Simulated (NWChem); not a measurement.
Program: NWChem. System: HI2Si, charge 0, spin multiplicity 2, at a geometry optimised with UPBE/def2-SVP with def2 effective core potentials on I. The structure started from a generated list of species. Its SCF solution wasn't tested for a lower state. Level: G0W0@UPBE0/def2-SVPD with def2 effective core potentials on I, RI basis def2-svpd-rifit, no spin-orbit coupling.

The NWChem input:

```
start mol
memory heap 200 mb stack 700 mb global 1700 mb
geometry units angstroms nocenter noautoz
  I      0.159429    -0.072480     2.065873
  Si    -1.039535     0.563304     0.000000
  I      0.159429    -0.072480    -2.065873
  H     -2.346013    -0.203338     0.000000
  symmetry group Cs
end
basis spherical
  * library def2-svpd
end
ecp
  I library def2-ecp
end
basis "ri basis" bse spherical
  * library def2-svpd-rifit
end
dft
  xc pbe0
  odft
  mult 2
  iterations 100
  direct
  tolerances tight
end
task dft energy
gw
  states alpha occ 4 vir 2
  states beta occ 4 vir 2
end
task dft gw
```

NWChem printed:

```
             Northwest Computational Chemistry Package (NWChem) 7.3.0
             --------------------------------------------------------

                                NWChem Input Module
                                -------------------

 Scaling coordinates for geometry "geometry" by  1.889725989
 (inverse scale =  0.529177249)

 Turning off AUTOSYM since
 SYMMETRY directive was detected!

                             Geometry "geometry" -> ""
                             -------------------------

 Output coordinates in angstroms (scale by  1.889725989 to convert to a.u.)

  No.       Tag          Charge          X              Y              Z
 ---- ---------------- ---------- -------------- -------------- --------------
    1 I                   53.0000     0.15942900    -0.07248000     2.06587300
    2 Si                  14.0000    -1.03953500     0.56330400     0.00000000
    3 I                   53.0000     0.15942900    -0.07248000    -2.06587300
    4 H                    1.0000    -2.34601300    -0.20333800     0.00000000

 Effective nuclear repulsion energy (a.u.)     699.6248451118

            Nuclear Dipole moment (a.u.)
            ----------------------------
        X                 Y               Z
 ---------------- ---------------- ----------------
    -0.0000548021     0.0000718096     0.0000000000

      Symmetry information
      --------------------

 Group name             Cs
 Group number              2
 Group order               2
 No. of unique centers     3

      Symmetry unique atoms

     1    2    4


 Summary of "ao basis" -> "" (spherical)
 ------------------------------------------------------------------------------
       Tag                 Description            Shells   Functions and Types
 ---------------- ------------------------------  ------  ---------------------
 *                         def2-svpd                  on all atoms

 Summary of "ri basis" -> "" (spherical)
 ------------------------------------------------------------------------------
       Tag                 Description            Shells   Functions and Types
[...]
     2   2 0 0    -49.125427    -66.607723    -60.736581     78.218877
     2   1 1 0     -0.929350     16.180221     12.525893    -29.635464
     2   1 0 1      0.000000      0.000000      0.000000      0.000000
     2   0 2 0    -50.677904    -37.150274    -30.477235     16.949605
     2   0 1 1      0.000000     -0.000000      0.000000      0.000000
     2   0 0 2    -49.431938   -408.983932   -402.483000    762.034994

 Task  times  cpu:       15.2s     wall:       15.2s

                                NWChem Input Module
                                -------------------

                                 NWChem GW Module
                                 ----------------

                             ***********************
                             ***        GW       ***
                             ***********************

 Summary of "ri basis" -> "ri basis" (spherical)
 ------------------------------------------------------------------------------
       Tag                 Description            Shells   Functions and Types
 ---------------- ------------------------------  ------  ---------------------
 I                      def2-svpd-rifit             34      130   10s9p8d5f2g
 Si                     def2-svpd-rifit             24       78   9s6p6d3f
 H                      def2-svpd-rifit              9       23   4s3p2d

                 Memory Information
                 ------------------
          Available GA per process is          1699.8 MBs
          Available stack per process is        700.0 MBs
          Available heap per process is           0.0 MBs

          Peak memory in Initialization
              Peak GA per process is                 20.2 MBs
              Peak stack per process is               0.1 MBs
              Peak heap per process is               20.7 MBs
              Memory not in MA per process            0.0 MBs

          Peak memory in AFF Calculation
              Peak GA per process is                187.1 MBs
              Peak stack per process is             155.7 MBs
              Peak heap per process is                0.1 MBs
              Memory not in MA per process          155.7 MBs

          Computing 2-center integrals
          Computing Inverse Cholesky factor
          Computing 3-center integrals
          Computing V_xc ...

          Computing Sigma_x
          Computing RPA polarizability
          Solving quasiparticle equations

                  Alpha Orbitals
          State     Energy (eV)     Error (eV)
          -----------------------------------
@GW        30         -9.471           0.003
@GW        31         -9.357           0.003
@GW        32         -9.106           0.003
@GW        33         -7.889           0.003
@GW        34          0.418           0.005
@GW        35          1.134           0.004

                   Beta Orbitals
          State     Energy (eV)     Error (eV)
          -----------------------------------
@GW        29         -9.825           0.003
@GW        30         -9.389           0.003
@GW        31         -9.175           0.003
@GW        32         -9.043           0.003
@GW        33         -1.746           0.004
@GW        34          0.580           0.004

   Applying  -1.2371 eV scissor-shift to rest of particle states

   Applying   2.1702 eV scissor-shift to rest of hole states

   Applying  -1.2342 eV scissor-shift to rest of particle states

   Applying   1.9127 eV scissor-shift to rest of hole states

     GW Timing Statistics
   ------------------------
   Init.   :          0.1s
     ERIs  :          1.5s
     Distr.:          0.1s
     Vxc   :          1.9s
   Sigma_x :          0.0s
   RPA     :         26.2s
   Wmn     :          0.2s
   Sigma_c :          0.1s
   GW total:         30.1s

 Task  times  cpu:       30.1s     wall:       30.1s

 Total times  cpu:       45.3s     wall:       45.3s
```
